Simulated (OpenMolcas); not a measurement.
**What dynamic correlation does to the levels of Cr2+**

```json
{
 "Program": "OpenMolcas 26.06",
 "Basis": "ANO-RCC-VTZP [6s5p3d2f1g]",
 "Scalar Hamiltonian": "DKH2, point nucleus",
 "Active space": "4 electrons in 6 orbitals (3d 4s)",
 "State averaging": "2S+1 = 5 even, 15 roots; 2S+1 = 3 even, 90 roots kept (CI in the orbitals of an earlier block); 2S+1 = 1 even, 77 roots kept (CI in the orbitals of an earlier block)",
 "Spin-orbit coupling": "state interaction with AMFI integrals over the reference wave functions, term energies averaged over their components"
}
```

Methods on the same reference wave functions:
A. CASSCF
B. SS-CASPT2, IPEA 0.25 Eh, imaginary shift 0.1 Eh (closed shells correlated: 3s 3p)
C. MS-CASPT2, IPEA 0.25 Eh, imaginary shift 0.1 Eh (closed shells correlated: 3s 3p)
D. XMS-CASPT2, IPEA 0.25 Eh, imaginary shift 0.1 Eh (closed shells correlated: 3s 3p)

Energies in cm-1 above 3d4 5D0, the measured ground level; measured values from Sugar and Corliss, J. Phys. Chem. Ref. Data 6, 317 (1977).

```csv
Level,A,B,C,D,Measured
3d4 5D0,0.0,0.0,0.0,0.0,0.0
3d4 5D1,69.6,71.0,71.0,70.7,62.2
3d4 5D2,207,210,210,209,183
3d4 5D3,407,411,411,410,357
3d4 5D4,666,669,669,668,576
3d4 3H4,21188,17760,17760,18950,17274
3d4 3H5,21333,17910,17910,19110,17397
3d4 3H6,21499,18080,18080,19280,17531
3d4 3P0(1),22962,16920,16920,18150,16771
3d4 3P1(1),23380,17350,17350,18580,17169
3d4 3P2(1),24148,18110,18110,19350,17851
3d4 3F2(1),24364,18960,18960,20190,18452
3d4 3F3(1),24422,19020,19020,20260,18511
3d4 3F4(1),24508,19110,19110,20340,18583
3d4 3G3,26755,21130,21130,22590,20704
3d4 3G4,26933,21320,21320,22770,20853
3d4 3G5,27094,21480,21480,22940,20996
3d4 1I6,31871,26670,26670,28180,26015
3d4 1G4(1),33590,25960,25960,27520,25139
3d4 3D3,34626,25980,25980,27410,25726
3d4 3D2,34686,26040,26040,27470,25781
3d4 3D1,34746,26100,26100,27530,25848
3d4 1S0,39092,27840,27840,29850,27372
3d4 1D2(1),41852,32720,32720,34150,32152
```

Deviations, from unrounded energies. A percentage is the sum of absolute deviations over the sum of measured energies, with the sign that they share, or ± where signs differ.

| Against measurement | Levels | A | B | C | D |
| --- | --- | --- | --- | --- | --- |
| mean absolute deviation (cm-1) | 23 | 5600 | 370 | 370 | 1500 |
| fine structure of the ground term (%) | 4 | +14.5 | +15.5 | +15.5 | +15.3 |
| other terms of the ground configuration (%) | 19 | +31.4 | +2.0 | +2.0 | +8.4 |

B, C lie about equally close to measurement and A furthest from it. The largest miss of C in the table is 3d4 1G4(1), by +830 cm-1. The ranking rests on the paired levels alone, and a cruder setting can come out closer through cancelling errors.

Among B to D the level of the table that moves most is 3d4 1S0, by 2000 cm-1 (lowest in C, highest in D). Moves below CASPT2's spread within the term are not significant.

The mean deviations of B to D differ by less than CASPT2's widest spread within a term (1700 cm-1), so their order carries little weight.

From A to B the spin-free energies of the other terms of 3d4 shown, above 5D, scale by factors of 0.71 to 0.84, as is usual when dynamic correlation screens the repulsion within a d or f shell.

The lowest spin-free term lies below A's lowest term by 0.398 hartree in B, 0.398 hartree in C, 0.411 hartree in D.

CASPT2 breaks the degeneracy within a term, and the mean is taken; among the terms shown or strongly mixed into the levels shown the widest spread is 1700 cm-1 (3d4 1I, D). Over all roots computed the reference weight is 0.88 to 0.94 in B, 0.88 to 0.94 in C; the roots of lowest weight are the least certain, and an intruder state may touch them. Terms from blocks run as CI alone lack orbitals of their own. The CASPT2 spread within a term exceeds the gap to the next term for 3d4 1G(1) and 3d4 3D, so the order of their levels is uncertain (figures for B; the like holds for C, D). Without dynamic correlation excited terms often stand tens of per cent too high (terms of higher spin than the ground term too low), and those without a measured partner can miss by more than the paired ones (holds for A). Blocks of more than 70 roots (2S+1 = 3 even, 1 even) ran without multistate coupling (holds for C). Computed and measured levels are paired by configuration, term and J; levels that our copy of the source lacks, or whose pairing is in doubt (as where it misses far off the trend of its configuration), stay unpaired and out of the deviations. Levels of configurations outside the active space are missing. The table leaves out levels that lie high or whose names do not pair safely across all columns.

A number in round brackets counts repeated terms of one configuration in the order of the reference energies.
